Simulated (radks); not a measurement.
Neutral europium: order these configurations by energy. All-electron calculation, scalar-relativistic Kohn-Sham, r2SCAN, spin-polarised, spherical densities, finite nucleus; meta-GGA in the generalised Kohn-Sham scheme; Fermi nuclear charge, rms radius of each element as measured or else 0.836 A^(1/3) + 0.57 fm. Program: a radial shooting solver on a logarithmic mesh with Libxc functionals. Open shells are filled with parallel spins first. [Xe] 4f6 5d1 6s2; [Xe] 4f6 6s2 6p1; [Xe] 4f7 5d1 6s1; [Xe] 4f7 6s1 6p1; [Xe] 4f7 6s2.

Answer. From the lowest, in eV above it: [Xe] 4f7 6s2 0.000; [Xe] 4f7 5d1 6s1 1.164; [Xe] 4f7 6s1 6p1 1.448; [Xe] 4f6 5d1 6s2 4.994; [Xe] 4f6 6s2 6p1 7.095.
